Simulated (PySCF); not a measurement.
**Correlation energy of Te²⁺ (tellurium, charge +2)**

[Kr] 4d10 5s1 5p3, high-spin 5S determinant (an excited configuration). Computed with PySCF 2.14 in aug-cc-pwCVTZ-PP with ECP28MDF, with scalar relativity through the core potential. Frozen: 4s2 4p6 4d10; 4 electrons correlated.

| level | correlation energy (mhartree) |
| --- | --- |
| CCSD | -22.28 |
| (T) | -0.24 |
| CCSD(T) | -22.52 |

Diagnostics: T1 = 0.0011, D1 = 0.0030, largest double amplitude 0.034.

Cost of the coupled-cluster step: about 12 core-seconds, for 4 correlated electrons.

Iterations:

```
CC2 = 0
CCSD nocc = (np.int64(4), np.int64(0)), nmo = (87, 87)
frozen orbitals [[0, 1, 2, 3, 4, 5, 6, 7, 8], [0, 1, 2, 3, 4, 5, 6, 7, 8]]
max_cycle = 100
direct = 0
conv_tol = 1e-08
conv_tol_normt = 1e-06
diis_space = 8
diis_start_cycle = 0
Init t2, MP2 energy = -0.0171137300468655
Init E_corr(UCCSD) = -0.017113730071715
cycle = 1  E_corr(UCCSD) = -0.0209612608075404  dE = -0.00384753074  norm(t1,t2) = 0.0219701
cycle = 2  E_corr(UCCSD) = -0.021923296401251  dE = -0.000962035594  norm(t1,t2) = 0.00611758
cycle = 3  E_corr(UCCSD) = -0.0222861492809502  dE = -0.00036285288  norm(t1,t2) = 0.00180425
cycle = 4  E_corr(UCCSD) = -0.0222830054502383  dE = 3.14383071e-06  norm(t1,t2) = 8.97111e-05
cycle = 5  E_corr(UCCSD) = -0.0222830188852957  dE = -1.34350574e-08  norm(t1,t2) = 6.77807e-06
cycle = 6  E_corr(UCCSD) = -0.0222829850591246  dE = 3.38261711e-08  norm(t1,t2) = 4.39143e-07
cycle = 7  E_corr(UCCSD) = -0.0222829886309524  dE = -3.57182783e-09  norm(t1,t2) = 5.10394e-08
UCCSD converged
E(UCCSD) = -265.8732051118064  E_corr = -0.02228298863095242
UCCSD(T) correction = -0.000237658458261126
```
